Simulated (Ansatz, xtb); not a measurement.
**Isomers of C5H7N2O2+ in order of energy**

9 gas-phase structures of C5H7N2O2+, from a drawn sample of its isomers (lower ones may exist). Each was relaxed with GFN2-xTB; where two conformers were screened, the lower at r2SCAN-D4/def2-SVP//GFN2-xTB is listed:

A. `C[n+]1c[nH]c(OC=O)c1`, a singlet
B. `CC(=O)Oc1c[nH+]c[nH]1`, a singlet
C. `C[n+]1cc[nH]c1C(=O)O`, a singlet
D. `C[n+]1c[nH]cc1C(=O)O`, a singlet
E. `Cn1c[nH+]cc1OC=O`, a singlet
F. `Cc1[nH]c[nH+]c1OC=O`, a singlet
G. `Cc1c[nH+]c(OC=O)[nH]1`, a singlet
H. `COc1[nH]cc[n+]1C=O`, a singlet
I. `Cc1[nH]cc(C(=O)O)[nH+]1`, a singlet

Question: Which do you expect lowest at r2SCAN-D4/def2-SVP//GFN2-xTB, and how would the others follow?

Answer: Calculated order at r2SCAN-D4/def2-SVP//GFN2-xTB: I (0.0), C (41.9), D (47.7), B (68.9), G (74.5), F (95.8), E (112.8), A (115.2), H (165.5) kJ/mol. Less than 1 kcal/mol parts E and A, so the order within that pair means little.

Energies above the lowest of each column, in kJ/mol; the last columns are at r2SCAN-D4/def2-SVP geometries and were run for some of them only (a dash: not run or not comparable):

| structure | GFN2-xTB | HF/STO-3G | r2SCAN-D4/def2-SVP//GFN2-xTB | r2SCAN-D4/def2-SVP | CCSD(T)/def2-SVP + ΔMP2/def2-TZVPP |
| --- | --- | --- | --- | --- | --- |
| I | 0.0 | 0.0 | 0.0 | 0.0 | 0.0 |
| C | 8.6 | 42.6 | 41.9 | 40.3 | 39.3 |
| D | 14.0 | 43.8 | 47.7 | 45.9 | 40.8 |
| B | 29.3 | 25.1 | 68.9 | 68.7 | – |
| G | 31.9 | 7.3 | 74.5 | 74.1 | – |
| F | 52.7 | 44.4 | 95.8 | – | – |
| E | 44.3 | 46.6 | 112.8 | – | – |
| A | 41.8 | 46.6 | 115.2 | – | – |
| H | 93.9 | 59.5 | 165.5 | – | – |

Every level run on I puts it lowest or level with the lowest. Some further structures that were screened fall inside this span and aren't listed. Flexible structures stand in one conformer each, not always the lowest. Frequencies (GFN2-xTB) were run for C, D, I alone. ΔMP2 is the change of the MP2 energy from the smaller to the larger basis.

Over these structures GFN2-xTB departs from r2SCAN-D4/def2-SVP//GFN2-xTB by 17.4 kJ/mol on average once a common shift is removed. A GFN2-xTB relaxation took about 0.058 s and the r2SCAN-D4/def2-SVP//GFN2-xTB energy about 1.9 s on a shared host (Ansatz 0.2.0, xtb 6.7.1).
